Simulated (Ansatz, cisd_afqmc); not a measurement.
System: SnF, charge 1, singlet. SnF+ (SMILES [F][Sn+]).
B3LYP-D3(BJ)/def2-TZVP minimum from Ansatz (an electronic-structure program):
```xyz
2

Sn     0.0000     0.0000    -0.2879
F      0.0000     0.0000     1.5994
```
Charge +1, spin multiplicity 1.

Total energies in def2-SVP, 10 correlated electrons, 10 frozen orbitals. Radicals and triplets start from unrestricted determinants; spin-orbit coupling is neglected. Correlated methods leave the cores frozen (noble-gas shells, and filled d and f shells in the p block). Past Kr the def2 sets carry scalar-relativistic core potentials. AFQMC is phaseless with a CISD trial state; ± is one standard error, without the phaseless bias. Outlying blocks are dropped, and bars are widened where a walk drifts. Over all cases where full CI ran beside it in this data, AFQMC minus full CI had a median of +0.1 mEh and passed +0.4 mEh in a tenth of the cases. Spin-orbit terms, left out, reach several kcal/mol for Br and I, and more for heavier atoms. The spin of FSn+ ([F][Sn+], singlet) was assumed, and the state is the lowest solution found for it.

The bar of a AFQMC/CISD walk is widened from 0.33 to 0.74 mEh, since its halves differ by 1.47 mEh.

```csv
method,program,energy (Eh),minus CCSDTQ (mEh)
HF,Ansatz,-312.47496,254.23
MP2,Ansatz,-312.71413,15.07
CCSD,Ansatz,-312.72256,6.64
CCSD(T),Ansatz,-312.72809,1.11
CCSDT(Q),Ansatz,-312.72938,-0.19
CCSDTQ,Ansatz,-312.72920,0.00
AFQMC/CISD,cisd_afqmc,-312.7302 ± 0.0008,-1.0 ± 0.8
```

Rough core times of Ansatz's runs on a shared machine: CCSD(T) under 20 s, CCSDT(Q) under 20 s, CCSDTQ 2 min.
